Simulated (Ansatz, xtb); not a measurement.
C6H6O2: which of two isomers lies lower

We compare a, `Oc1ccc(O)cc1`, a singlet, with b, `Oc1ccccc1O`, a singlet. Both are isolated molecules in the gas phase, relaxed with r2SCAN-D4/def2-SVP; the shapes shown needn't be the lowest conformers.

a (Å):

```xyz
14

C    -3.7856    0.8912    0.9955
C    -3.2130   -0.3142    0.5706
C    -1.8254   -0.4625    0.5475
C    -0.9873    0.5884    0.9477
C    -1.5598    1.7938    1.3725
C    -2.9474    1.9421    1.3955
O    -5.1436    0.9861    0.9998
O     0.3708    0.4934    0.9434
H    -5.3901    1.8658    1.3136
H    -3.8708   -1.1299    0.2599
H    -1.3884   -1.4104    0.2131
H     0.6173   -0.3862    0.6297
H    -0.9020    2.6094    1.6832
H    -3.3845    2.8900    1.7299
```

b (Å):

| atom | x (Å) | y (Å) | z (Å) |
| --- | --- | --- | --- |
| C | -3.5113 | 0.8016 | 0.9759 |
| C | -3.2343 | -0.4628 | 0.4544 |
| C | -1.9083 | -0.8848 | 0.2990 |
| C | -0.8532 | -0.0460 | 0.6636 |
| C | -1.1234 | 1.2256 | 1.1882 |
| C | -2.4425 | 1.6464 | 1.3433 |
| O | -4.7880 | 1.2222 | 1.1312 |
| O | -2.8201 | 2.8633 | 1.8433 |
| H | -4.7494 | 2.1173 | 1.5036 |
| H | -4.0756 | -1.1027 | 0.1756 |
| H | -1.7039 | -1.8777 | -0.1107 |
| H | 0.1831 | -0.3721 | 0.5435 |
| H | -0.3056 | 1.8949 | 1.4788 |
| H | -2.0351 | 3.3786 | 2.0685 |

Quicker runs give these differences E(b) − E(a): GFN2-xTB +18.2 kJ/mol; HF/STO-3G +16.3 kJ/mol (at GFN2-xTB geometries); r2SCAN-D4/def2-SVP//GFN2-xTB +9.4 kJ/mol.

**Question.** Estimate E(b) − E(a) at the level CCSD(T)/def2-SVP + ΔMP2/def2-TZVPP.

**Answer.** Calculated at CCSD(T)/def2-SVP + ΔMP2/def2-TZVPP: E(b) − E(a) = −9.5 kJ/mol, so structure b lies lower.

How the difference moves with the method:

```
                             level            geometry  E(b) − E(a) (kJ/mol)  departure from the last row (kJ/mol)  job, with rough time for the two
                          GFN2-xTB            GFN2-xTB                   +18.2                                 +27.7             optimisation, 0.092 s
                         HF/STO-3G            GFN2-xTB                   +16.3                                 +25.8              single point, 0.32 s
      r2SCAN-D4/def2-SVP//GFN2-xTB            GFN2-xTB                    +9.4                                 +18.9               single point, 3.2 s
                r2SCAN-D4/def2-SVP  r2SCAN-D4/def2-SVP                   −11.2                                  −1.7                optimisation, 57 s
                       HF/def2-SVP  r2SCAN-D4/def2-SVP                    −9.3                                  +0.2           part of the CCSD(T) run
                      MP2/def2-SVP  r2SCAN-D4/def2-SVP                   −10.9                                  −1.4           part of the CCSD(T) run
                  CCSD(T)/def2-SVP  r2SCAN-D4/def2-SVP                   −10.6                                  −1.1                      single point
CCSD(T)/def2-SVP + ΔMP2/def2-TZVPP  r2SCAN-D4/def2-SVP                    −9.5                                                      single point, 70 s
```

As drawn, both hold the same kinds of bond in the same numbers.

GFN2-xTB, HF/STO-3G, r2SCAN-D4/def2-SVP//GFN2-xTB put the two in the other order. The largest departure from CCSD(T)/def2-SVP + ΔMP2/def2-TZVPP is that of GFN2-xTB, 27.7 kJ/mol. The last row adds to CCSD(T) the change of the MP2 difference between the two basis sets, here +1.1 kJ/mol.

With thermal terms from frequencies at re-optimised GFN2-xTB minima (ideal gas, soft modes damped towards free rotors, one conformer each, 298.15 K, 1 atm): on the last row, ΔE + ΔZPE = −8.9, ΔH = −9.0, ΔG = −10.4 kJ/mol.

The correlated steps freeze 8 core orbitals. Programs: Ansatz 0.2.0, xtb 6.7.1; the last row on 4 threads of Arm Neoverse V2 on a shared host.
